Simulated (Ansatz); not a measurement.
`CBN(C)[SiH3]` + `C=N` → `C=NBC` + `CN[SiH3]` at 600 K and 1 bar (ligand exchange at a B–N bond).

Program: Ansatz. Geometries: PBE0-D4/def2-TZVP. ΔE: electronic, gas phase. CBS: MP2 limit from def2 TZ/QZ plus the TZ coupled-cluster correction, frozen cores. This one scheme is used for every species. Each species was taken in one conformer, which may not be the lowest.

```json
{"species": "`CBN(C)[SiH3]`", "CCSD(T)/CBS energy (Eh)": "-450.75391", "H − E (kJ/mol)": "389.3", "S (J/(mol·K))": "484.5"}
{"species": "`C=N`", "CCSD(T)/CBS energy (Eh)": "-94.52360", "H − E (kJ/mol)": "129.6", "S (J/(mol·K))": "259.4"}
{"species": "`C=NBC`", "CCSD(T)/CBS energy (Eh)": "-159.21633", "H − E (kJ/mol)": "260.4", "S (J/(mol·K))": "375.5"}
{"species": "`CN[SiH3]`", "CCSD(T)/CBS energy (Eh)": "-386.04948", "H − E (kJ/mol)": "257.3", "S (J/(mol·K))": "374.7"}
```

H − E and S are ideal-gas, rigid-rotor, harmonic terms from PBE0-D4/def2-TZVP, for one conformer and one mirror image of each species. 1 Eh = 2625.50 kJ/mol, R = 8.31446 J/(mol·K).

By hand: ΔE, ΔH, ΔS and ΔG.

ΔE = (-159.21633) + (-386.04948) − (-450.75391) − (-94.52360) = 0.01170 Eh = 30.7 kJ/mol. Δ(H − E) = 260.4 + 257.3 − 389.3 − 129.6 = -1.2, so ΔH = 29.5 kJ/mol. ΔS = 375.5 + 374.7 − 484.5 − 259.4 = 6.3 J/(mol·K). ΔG = 29.5 − 600 × (6.3)/1000 = 25.7 kJ/mol.

By hand: the equilibrium constant, and the temperature at which ΔG would vanish if ΔH and ΔS stayed fixed.

log₁₀ K = −ΔG/(RT ln 10) = -2.2. ΔG = 0 at ΔH/ΔS = 4683 K, far beyond where these terms or the molecules hold.

The number of gas molecules stays the same, so ΔS is small and ΔH decides. A doubt of 5 kJ/mol in ΔE shifts log₁₀ K by 0.4 here. Other conformers and mirror images would add mixing entropy, several J/(mol·K) or more a flexible species. These are equilibria of isolated gas molecules and say nothing of rates. Largest T1 diagnostic: 0.014 (customary marks: 0.02 for closed shells, 0.045 for open ones).
